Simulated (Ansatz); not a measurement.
Cost and result for the atomization energy of `[OH][AlH][SbH][Cl]` (7 atoms, 6 bonds).

Cartesian coordinates in Å:
```
O -1.4370 -1.0856 -0.3509
Al -0.5460 0.2136 -0.9640
Sb 1.0889 1.4029 0.7949
Cl 0.5745 -0.3103 2.3772
H -1.2924 -1.3657 0.5557
H -0.7482 0.6332 -2.4733
H 2.3602 0.5118 0.0604
```

Charge 0, multiplicity 1. Correlated methods include outer-core shells of Sb, which these sets cover unevenly. Sb: def2 effective core potential. The geometry is a stationary point of PBE0-D4/def2-TZVP. It is one conformer, not always the lowest. Program: Ansatz. All runs use 2 threads of an Arm Neoverse V1 on a shared host. Times are those of one run each, without the atoms' runs, and a repeat can differ threefold. Electronic energies, without spin–orbit coupling; frozen cores. CCSD(T)/CBS adds CCSD(T) − MP2 in def2-TZVPP to the MP2 limit, and its time is that of the two runs behind it. T1 = 0.014. With those shells the extrapolation isn't a true limit.

CCSD(T)/CBS is a level of theory with its own doubt, some kJ/mol a heavy atom from the limit and from the frozen cores, so smaller differences don't rank the functionals.

```csv
level,functions,atomization (kJ/mol),difference from CCSD(T)/CBS,per bond
PBE-D4/def2-TZVPP (with forces),207,1995.2,5.2,0.9
B2PLYP/def2-TZVPP,207,1933.7,-56.3,-9.4
BLYP-D4/def2-TZVPP,207,1977.5,-12.5,-2.1
revPBE-D4/def2-TZVPP,207,1936.2,-53.8,-9.0
r2SCANh-D4/def2-TZVPP,207,1953.1,-36.9,-6.1
CAM-B3LYP-D4/def2-TZVPP,207,1969.6,-20.4,-3.4
B97M-V/def2-TZVPP,207,2009.9,19.9,3.3
PBE0-D4/def2-TZVPP,207,1942.0,-48.0,-8.0
CCSD(T)/def2-SVP,91,1760.7,-229.3,-38.2
CCSD(T)/CBS(def2),–,1990.0,0.0,0.0
BHLYP-D4/def2-TZVPP,207,1895.7,-94.3,-15.7
CCSD(T)/def2-TZVPP,207,1901.4,-88.6,-14.8
MP2/def2-QZVPP,369,1982.3,-7.7,-1.3
```

Order the runs by time, with rough figures. (Estimate.)

Ansatz gave: revPBE-D4/def2-TZVPP 2.8 s; BLYP-D4/def2-TZVPP 2.8 s; PBE-D4/def2-TZVPP (with forces) 3.4 s; BHLYP-D4/def2-TZVPP 4.5 s; PBE0-D4/def2-TZVPP 4.7 s; CAM-B3LYP-D4/def2-TZVPP 5.5 s; CCSD(T)/def2-SVP 5.5 s; r2SCANh-D4/def2-TZVPP 8 s; B2PLYP/def2-TZVPP 8 s; B97M-V/def2-TZVPP 13 s; MP2/def2-QZVPP 22 s; CCSD(T)/def2-TZVPP 2.5 min; CCSD(T)/CBS(def2) 2.9 min.

From PBE to PBE0 (25 % exact exchange), in def2-TZVPP and without D4, the atomization energy moves by −50.6 kJ/mol: exact exchange takes away binding that semilocal exchange gives to molecules. In def2-TZVPP, CCSD(T) changes the Hartree–Fock value by +587.4 kJ/mol (the triples alone add +40.7 kJ/mol) and MP2 by +614.9 kJ/mol; breaking electron pairs costs correlation energy, which Hartree–Fock lacks. At CCSD(T), def2-SVP lies −229.3 kJ/mol from the extrapolated value and def2-TZVPP −88.6 kJ/mol: correlation converges slowly with the basis, and small sets miss more of it in the bonded molecule than in its fragments.
